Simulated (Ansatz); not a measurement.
Reaction (formal exchange of groups at a B–C bond): `C=C([SeH])B[SiH3]` + `CN(C)CO` → `CN(C)B[SiH3]` + `C=C([SeH])CO`

Isolated molecules relaxed with PBE0-D4/def2-TZVP in Ansatz; ΔE leaves out vibrations. CBS: MP2 limit from def2 TZ/QZ plus the TZ coupled-cluster correction, frozen cores. Functionals use def2-TZVPP. For Se outer-core shells are correlated without core-valence functions, which leaves a few kJ/mol of doubt a bond. Scalar relativity is left out up to krypton. One conformer a species, not always the lowest.

`C=C([SeH])B[SiH3]`:

Cartesian coordinates in Å:
```
C -1.692 -0.791 1.468
C -0.561 -0.692 0.747
Se 0.734 -2.090 0.892
B -0.374 0.544 -0.149
Si 1.168 1.069 -1.333
H -1.909 -1.620 2.137
H -2.441 -0.011 1.393
H 1.697 -1.474 -0.026
H -1.293 1.317 -0.137
H 0.668 1.212 -2.730
H 2.330 0.134 -1.363
H 1.672 2.403 -0.897
```

`CN(C)CO`:

```xyz
14

C     0.102    1.363    0.332
N    -0.122    0.097   -0.331
C    -1.470   -0.381   -0.136
C     0.865   -0.887    0.030
O     2.127   -0.560   -0.478
H    -0.554    2.126   -0.094
H    -0.094    1.309    1.418
H     1.136    1.674    0.186
H    -2.178    0.360   -0.513
H    -1.623   -1.309   -0.691
H    -1.715   -0.568    0.924
H     0.514   -1.858   -0.347
H     1.003   -0.973    1.121
H     2.009   -0.392   -1.419
```

`CN(C)B[SiH3]`:

Cartesian coordinates in Å:
```
C 0.660 -1.739 0.906
N 0.219 -0.571 0.171
C 0.320 -0.756 -1.260
B -0.240 0.575 0.801
Si -0.882 2.265 -0.091
H 1.705 -1.972 0.670
H 0.057 -2.614 0.638
H 0.570 -1.560 1.975
H -0.017 0.135 -1.784
H 1.356 -0.964 -1.549
H -0.291 -1.607 -1.582
H -0.256 0.555 2.003
H -0.857 2.280 -1.584
H -2.287 2.552 0.321
H -0.057 3.422 0.366
```

`C=C([SeH])CO`:

```xyz
11

C     0.835   -0.819   -1.151
C     0.216    0.182   -0.543
Se    0.061    1.882   -1.399
C    -0.303    0.127    0.858
O    -0.153   -1.170    1.379
H     1.185   -0.736   -2.172
H     1.003   -1.748   -0.620
H    -1.323    2.129   -0.967
H     0.241    0.872    1.457
H    -1.361    0.434    0.851
H    -0.400   -1.154    2.306
```

| level | ΔE (kJ/mol) | difference from CCSD(T)/CBS |
| --- | --- | --- |
| PBE-D4 | -133.7 | 3.0 |
| r2SCAN-D4 | -134.2 | 2.5 |
| ωB97X-V | -134.9 | 1.8 |
| ωB97M-V | -137.8 | -1.1 |
| PBE | -134.7 | 2.0 |
| r2SCAN | -134.3 | 2.4 |
| PBE0 | -136.0 | 0.7 |
| SCS-MP2/def2-TZVPP | -137.7 | -1.0 |
| MP2/def2-QZVPP | -139.0 | -2.3 |
| CCSD/CBS(def2) | -137.0 | -0.3 |
| CCSD(T)/CBS | -136.7 | 0 |

Largest T1 diagnostic among the species: 0.013.

In def2-TZVPP, CCSD(T) changes the Hartree–Fock value by −7.4 kJ/mol (the triples alone add +0.3 kJ/mol) and MP2 by −9.7 kJ/mol.
